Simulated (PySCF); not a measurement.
## Ionisation energy of V by level of theory

V [Ar] 3d3 4s2 (4F) → V⁺ [Ar] 3d4 (5D), as a difference of total energies. Calculation: PySCF 2.14, in aug-cc-pVTZ with one added diffuse shell each of s, p, d, f, g type (9s8p6d4f3g, 118 functions); the non-relativistic Hamiltonian (point nucleus). Correlated levels: valence: [Ar] frozen. The calculations carry no spin-orbit coupling.

| method | ionisation energy (eV) |
| --- | --- |
| UHF | 5.910 |
| LDA | 6.195 |
| PBE | 6.120 |
| PBE0 | 6.076 |
| r2SCAN0 | 6.194 |
| BP86 | 6.344 |
| B2PLYP | 6.477 |
| MP2 (valence) | 6.326 |
| SCS-MP2 (valence) | 6.844 |

Problem. How much does correlation contribute at MP2 (valence)?

Solution. 6.326 − (5.910) = 0.416 eV, measured against UHF.

A first-order spin-orbit estimate (lowest level to lowest level, LS coupling) adds 0.017 eV.

These non-relativistic numbers lack the scalar-relativistic shift.

Errors of the correlated levels include the incompleteness of this basis and the frozen core.

For comparison: 6.746 eV (measured; NIST Atomic Spectra Database, ionization energies).
